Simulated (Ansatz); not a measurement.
Mulliken charges of `C#[C][Ti]([OH])([F])[Cl]` from PBE/def2-TZVPP in Ansatz (PBE0-D4/def2-TZVP geometry).

```csv
atom,x (Å),y (Å),z (Å),charge (e)
C1,-0.068,1.383,-1.957,-0.176
C2,0.027,0.777,-0.909,-0.240
Ti3,0.212,-0.215,0.834,0.898
O4,-0.624,-1.747,0.657,-0.382
F5,1.908,-0.473,1.138,-0.297
Cl6,-0.692,0.998,2.415,-0.209
H7,-0.150,1.919,-2.876,0.201
H8,-0.520,-2.699,0.643,0.206
```

Q: By hand: the dipole of these point charges (1 e Å = 4.8032 D).

A: Σ q r = (-0.125, -0.194, -0.228) e Å, of length 0.324 e Å = 1.56 D.

Q: How does the dipole of the full density compare? (Estimate.)

A: The calculation gave: (-0.070, -0.396, -0.271) e Å, 2.33 D; the point charges give 0.67 times that, at 20° from its direction.

Point charges leave out the atoms' own dipoles, such as those of lone pairs, and Mulliken's split depends on the basis, so the two needn't agree.
